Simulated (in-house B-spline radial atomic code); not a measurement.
RPA and G0W0 on Hartree-Fock: Cl⁻

Configuration [Ne] 3s2 3p6, mean-field start Hartree-Fock. Computed with a B-spline radial code for spherical atoms: all electrons, non-relativistic, point nucleus, each spin shell either full or empty, empty states to l = 9 with an (l + 1/2)⁻⁴ tail; G0W0 by contour deformation at full frequency.

Command:
```bash
python run_gw.py task.json out
```
Settings (radii: box in bohr, nucleus in fm):
```
Z                        17
electrons                18
configuration            [Ne] 3s2 3p6
hamiltonian              nr
method                   hf
lmax                     9
spin_polarised           False
box_radius               60
intervals                54
```

Cost of the run: 1.6 s on 1 thread of Arm Neoverse N1, with other jobs on the host.

Energies (hartree):

| term | value |
| --- | --- |
| mean-field total | -459.57693 |
| Hartree-Fock functional on these orbitals | -459.57693 |
| direct second order | -1.0533 |
| second-order exchange | 0.36214 |
| SOSEX correction | 0.33208 |

Task: What is the RPA correlation energy, and what remains with SOSEX?

Result: RPA gives -0.93056 hartree (-1.41 eV per electron); RPA + SOSEX gives -0.59848, and the second-order doubles (MP2) -0.69114 hartree. RPA lacks exchange-type terms and so overcorrelates at short range.

Quasi-particle levels (eV):

| level | occupied | mean field | Σx - vxc | Σc | QP weight | G0W0 |
| --- | --- | --- | --- | --- | --- | --- |
| 3p | yes | -4.090 | 0.00 | ? | ? | ? |
| 2p | yes | -209.41 | 0.00 | 7.65 | 0.872 | -201.76 |

G0W0 = mean field + (Σx - vxc) + Σc, with Σc (partial-wave tail included) taken at the quasi-particle energy. Only the outer levels were computed. Levels of low weight are left out.

Task: Where does G0W0 put 3p?

Result: At -4.105 eV, with Σc = -0.01 eV and a quasi-particle weight of 0.912. The tabulated removal energy is 3.613 eV (electron affinity of the neutral atom); the calculation leaves out relativity, Breit and QED terms, and what these don't explain is the method's own error.
